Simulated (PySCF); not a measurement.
Dipole response of P³⁺ (phosphorus, charge +3)

[Ne] 3s2, closed-shell 1S. All numbers are calculated (PySCF 2.14, no relativity, point nucleus, in aug-cc-pV(D+d)Z (5s4p3d, 32 functions)). Coupled (time-dependent) response in atomic units; α is the mean over directions.

| method | mean α (bohr³) | C₆ (like pair) | S(−4) |
| --- | --- | --- | --- |
| UHF | 7.165 | 18.66 | 31.91 |
| PBE | 6.679 | 16.66 | 28.35 |
| PBE0 | 6.819 | 17.21 | 29.44 |
| BHandHLYP | 6.802 | 17.20 | 29.05 |
| M06-2X | 6.444 | 15.63 | 26.91 |

S(−4) is the Cauchy moment in α(ω) = α(0) + S(−4) ω² + …

α(iu) at UHF:

```
u (hartree)  α(iu) (bohr³)
          0          7.165
     0.0500          7.086
      0.100          6.859
      0.200          6.085
      0.300          5.126
      0.500          3.428
      0.750          2.109
       1.00          1.394
       1.50         0.7388
       2.00         0.4684
       3.00         0.2544
       5.00         0.1273
```

A single London oscillator, α(iu) = α/(1 + u²/ω²), gives C₆ = (3/4) ω α². Matching the computed C₆ needs ω = 4 × 18.66 / (3 × 7.165²) = 0.485 hartree.

For an ion, C₆ is the dispersion term alone; charge-induced terms of lower order in 1/R come first.
